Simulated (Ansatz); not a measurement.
Ideal-gas functions of CH4OTe, SMILES `OC[TeH]` at 800 K and 1 bar, from an Ansatz frequency run at PBE0-D4/def2-TZVP.

Molar mass 159.64 g/mol, point group C1 (symmetry number 1), electronic degeneracy 1, moments of inertia 16.239, 179.983, 186.568 u Å². Harmonic wavenumbers (cm⁻¹, unscaled): 132, 252, 351, 525, 599, 855, 1098, 1173, 1258, 1383, 1478, 2149, 3067, 3159, 3853.

Use S(trans) = R[1.5 ln M + 2.5 ln T − 1.1517]; rotational temperatures θ = 24.2544 K / I; S(rot) = R[ln(√π/σ · √(T³/θAθBθC)) + 1.5]; for each mode x = 1.438777 ν̃/T, S = R[x/(eˣ − 1) − ln(1 − e⁻ˣ)] and H = RT x/(eˣ − 1); 1 cm⁻¹ = 0.0119627 kJ/mol; R = 8.31446 J/(mol·K).

Question: By hand: the entropy, in J/(mol·K).

Answer: Translation 192.6. Rotation: θ = 1.4936, 0.1348, 0.13 K, giving 115.7. Vibration, mode by mode: 20.29, 14.97, 12.28, 9.09, 8.09, 5.51, 3.89, 3.50, 3.10, 2.60, 2.27, 0.86, 0.22, 0.19, 0.06, in all 86.9. Electronic 0.0. Sum 395.2 J/(mol·K).

Question: By hand: H − E and G − E in kJ/mol, counted from the electronic energy.

Answer: Zero-point energy ½ × 21332 × 0.0119627 = 127.6; thermal vibration 35.9; translation, rotation and pV give 4 RT = 26.6. H − E = 190.1 kJ/mol, and G − E = 190.1 − 800 × 395.2/1000 = -126.1 kJ/mol.

Vibration gives 22 % of the entropy, 20.3 J/(mol·K) of it from the mode under 150 cm⁻¹: soft modes count most, and the harmonic formula is weakest for them. The sum counts one conformer and one mirror image; others add a mixing term.
